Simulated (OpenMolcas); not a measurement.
## O III: effect of the basis set

| Property | Result |
| --- | --- |
| Program | OpenMolcas 26.06 |
| Method | CASSCF |
| Active space | 2 electrons in 3 orbitals (2p) |
| State averaging | 2S+1 = 3 even, 3 roots; 2S+1 = 1 even, 6 roots |
| Spin-orbit coupling | state interaction with AMFI integrals over the reference wave functions, term energies averaged over their components |

A. ANO-RCC-VDZP [3s2p1d], DKH2, point nucleus; cost about 2.4 core-seconds
B. ANO-RCC-VTZP [4s3p2d1f], DKH2, point nucleus; cost about 2.7 core-seconds
C. ANO-L-VTZP [4s3p2d1f], non-relativistic, point nucleus; cost of the order of 2.6 core-seconds
D. ANO-R2 [4s4p2d1f], X2C, finite nucleus; cost of the order of 2.7 core-seconds
E. ANO-R3 [4s4p2d1f], X2C, finite nucleus; cost about 2.7 core-seconds
F. ANO-RCC-VQZP [5s4p3d2f1g], DKH2, point nucleus; cost of the order of 4 core-seconds

Energies in eV above 2s² 2p² ³P₀, the measured ground level; measured values from Moore, Selected Tables of Atomic Spectra, NSRDS-NBS 3, section 11.

| Level | A | B | C | D | E | F | Measured |
| --- | --- | --- | --- | --- | --- | --- | --- |
| 2s² 2p² ³P₀ | 0.0000 | 0.0000 | 0.0000 | 0.0000 | 0.0000 | 0.0000 | 0.0000 |
| 2s² 2p² ³P₁ | 0.0130 | 0.0141 | 0.0140 | 0.0136 | 0.0136 | 0.0137 | 0.0140 |
| 2s² 2p² ³P₂ | 0.0385 | 0.0417 | 0.0413 | 0.0404 | 0.0404 | 0.0407 |  |
| 2s² 2p² ¹D₂ | 2.7480 | 2.8192 | 2.8191 | 2.8275 | 2.8275 | 2.8330 | 2.5136 |
| 2s² 2p² ¹S₀ | 6.7988 | 6.9526 | 6.9522 | 6.9696 | 6.9696 | 6.9838 | 5.3543 |

Deviations, from unrounded energies. A percentage is the sum of absolute deviations over the sum of measured energies, with the sign that they share, or ± where signs differ.

| Against measurement | Levels | A | B | C | D | E | F |
| --- | --- | --- | --- | --- | --- | --- | --- |
| mean absolute deviation (cm-1) | 3 | 4500 | 5100 | 5100 | 5200 | 5200 | 5200 |
| fine structure of the ground term (%) | 1 | -7.5 | +0.3 | -0.5 | -2.8 | -2.8 | -2.1 |
| other terms of the ground configuration (%) | 2 | +21.3 | +24.2 | +24.2 | +24.5 | +24.5 | +24.8 |

A lies closest to measurement on these levels and F furthest from it. The largest miss of A in the table is 2s² 2p² ¹S₀, by +12000 cm-1. The ranking rests on the paired levels alone, and a cruder setting can come out closer through cancelling errors.

Among A to F the level of the table that moves most is 2s² 2p² ¹S₀, by 1500 cm-1 (lowest in A, highest in F).

With the s shell closed, the reference lacks s² → p² mixing. Computed and measured levels are paired by configuration, term and J; levels that our copy of the source lacks, or whose pairing is in doubt (as where it misses far off the trend of its configuration), stay unpaired and out of the deviations. Levels of configurations outside the active space are missing.
